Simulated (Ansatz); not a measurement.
A geometry relaxed with CAM-B3LYP-D3(BJ)/def2-TZVP run with Ansatz (a program for electronic structure), charge 0, multiplicity 1:

```xyz
9

H      2.5391     0.0435    -0.0864
H     -2.0204    -0.4686    -1.1662
C      0.4756     0.3932    -0.3805
H     -1.9894     1.1743     0.5695
H      0.6721     1.1682    -1.1172
C      1.5177    -0.2116     0.1732
Si    -1.2871    -0.0158     0.0377
H     -1.3040    -1.0901     1.0548
H      1.3964    -0.9932     0.9151
```

Task: Write the SMILES of this molecule.

Result: `C=C[SiH3]`
